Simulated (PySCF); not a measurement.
Compound: C7H11ClO.
Numbering: `[CH3:1][CH2:2][C:3]([C:4](=[O:5])[Cl:6])=[C:7]([CH3:8])[CH3:9]` (hydrogens: H10, H11, H12 on C1; H13, H14 on C2; H15, H16, H17 on C8; H18, H19, H20 on C9)

The same species was optimised twice, with GFN2-xTB and with PBE0-D3(BJ)/def2-SVP (PySCF), and the same property calculations (PySCF, gas phase) were run on both structures.

| coordinate | GFN2-xTB | PBE0-D3(BJ)/def2-SVP | change |
| --- | --- | --- | --- |
| C3–C4 (Å) | 1.452 | 1.476 | +0.024 |
| C7–C9 (Å) | 1.491 | 1.501 | +0.010 |
| C3=C7 (Å) | 1.357 | 1.365 | +0.008 |
| C1–C2 (Å) | 1.530 | 1.526 | -0.004 |
| C2–C3 (Å) | 1.507 | 1.510 | +0.003 |
| C7–C8 (Å) | 1.498 | 1.497 | -0.001 |
| C1–C2–C3 (°) | 111.3 | 113.7 | +2.4 |
| C8–C7–C9 (°) | 115.1 | 113.6 | -1.5 |
| C4–C3–C7 (°) | 118.9 | 117.5 | -1.4 |
| C2–C3–C7 (°) | 122.0 | 123.0 | +1.0 |
| C3–C7–C9 (°) | 123.8 | 124.7 | +0.9 |
| C3–C7–C8 (°) | 121.2 | 121.7 | +0.5 |
| C2–C3–C4 (°) | 119.1 | 119.5 | +0.4 |
| C1–C2–C3–C4 (°) | 81 | 92 | +11 |
| C2–C3–C4–O5 (°) | -172 | 168 | -20 |

Rotational constants: A = 1819, B = 1099, C = 739.0 MHz (GFN2-xTB) against A = 1770, B = 1105, C = 721.0 MHz (PBE0-D3(BJ)/def2-SVP). Point groups within 0.08 Å: C1 and C1. End groups have turned between the structures, so O5, Cl6, H15, H16, H17, H18, H19, H20 are left out of the comparison.

On the GFN2-xTB structure: HOMO (eV) -7.54 [PBE0/pcSseg-1]; LUMO (eV) -1.80 [PBE0/pcSseg-1]; dipole (D) 4.27 [PBE0/pcSseg-1]; GIAO shielding of C1 (ppm) 171.4 [PBE0/pcSseg-1]; GIAO shielding of C2 (ppm) 157.7 [PBE0/pcSseg-1]; GIAO shielding of C3 (ppm) 49.9 [PBE0/pcSseg-1]; GIAO shielding of C4 (ppm) 10.9 [PBE0/pcSseg-1]; GIAO shielding of O5 (ppm) -245.1 [PBE0/pcSseg-1]; GIAO shielding of Cl6 (ppm) 510.4 [PBE0/pcSseg-1]; GIAO shielding of C7 (ppm) 13.3 [PBE0/pcSseg-1]; GIAO shielding of C8 (ppm) 158.1 [PBE0/pcSseg-1].

**Question.** What do these properties become on the PBE0-D3(BJ)/def2-SVP structure?

**Answer.** 
```tsv
property	level	on GFN2-xTB	on PBE0-D3(BJ)/def2-SVP	change
HOMO (eV)	PBE0/pcSseg-1	-7.54	-7.55	-0.01
LUMO (eV)	PBE0/pcSseg-1	-1.80	-1.77	+0.03
dipole (D)	PBE0/pcSseg-1	4.27	4.20	-0.07
energy, GFN2-xTB geometry as zero (kcal/mol)	PBE0/pcSseg-1	0.0	-1.5	-1.5
GIAO shielding of C1 (ppm)	PBE0/pcSseg-1	171.4	168.3	-3.1
GIAO shielding of C2 (ppm)	PBE0/pcSseg-1	157.7	157.3	-0.4
GIAO shielding of C3 (ppm)	PBE0/pcSseg-1	49.9	47.3	-2.6
GIAO shielding of C4 (ppm)	PBE0/pcSseg-1	10.9	10.2	-0.7
GIAO shielding of O5 (ppm)	PBE0/pcSseg-1	-245.1	-237.5	+7.6
GIAO shielding of Cl6 (ppm)	PBE0/pcSseg-1	510.4	498.4	-12.0
GIAO shielding of C7 (ppm)	PBE0/pcSseg-1	13.3	14.1	+0.8
GIAO shielding of C8 (ppm)	PBE0/pcSseg-1	158.1	156.6	-1.5
```

The heavy atoms differ by 0.211 Å rms after alignment. Among the bonds compared C3–C4 changes most (+0.024 Å). Changes are differences of the printed values. Neither structure is proved a minimum here.

Conformer computed: `[CH3:1][CH2:2][C:3]([C:4](=[O:5])[Cl:6])=[C:7]([CH3:8])[CH3:9]`: C1–C2–C3–C4 92°, C2–C3–C4–O5 168°.
